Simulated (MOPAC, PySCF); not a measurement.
C4H8Si, SMILES `C=C/C=C\[SiH3]` (C–C–C–C torsion 180°), neutral singlet in the gas phase. 

Cartesian coordinates (Å):
SMILES: C=C/C=C\[SiH3]
```xyz
13

C     -2.4580    -0.6480     0.0695
C     -1.1292    -0.4482     0.0175
C     -0.5057     0.8583     0.0885
C      0.8266     1.0906     0.0434
Si     2.1643    -0.2097    -0.1193
H     -3.1509     0.1909     0.1704
H     -2.8912    -1.6466     0.0135
H     -0.4646    -1.3137    -0.0842
H     -1.1970     1.7052     0.1869
H      1.1535     2.1334     0.1090
H      2.1547    -1.1628     1.0364
H      3.4947     0.4699    -0.1623
H      2.0028    -1.0193    -1.3693
```
Charge 0, spin multiplicity 1.

All levels are single points at this geometry (PBE-D3(BJ)/def2-TZVP); Pople sets use spherical d functions. Orbital energies aren't observables, and empty levels follow the basis.

HF/STO-3G in PySCF gives gap (eV) = 13.26.

Task: Estimate the gap (eV) from each of these levels: PBE-D3(BJ)/def2-TZVP in PySCF; B3LYP/3-21G in PySCF; B3LYP/6-311+G** in PySCF; PBE/6-31G* in PySCF; SVWN5/6-31G* in PySCF; AM1 in MOPAC; PM3 in MOPAC; PM7 in MOPAC.

Result: 
| level | gap (eV) |
|---|---|
| PBE-D3(BJ)/def2-TZVP in PySCF | 3.63 |
| B3LYP/3-21G in PySCF | 5.32 |
| B3LYP/6-311+G** in PySCF | 5.07 |
| PBE/6-31G* in PySCF | 3.70 |
| SVWN5/6-31G* in PySCF | 3.67 |
| AM1 in MOPAC | 9.42 |
| PM3 in MOPAC | 9.25 |
| PM7 in MOPAC | 9.43 |
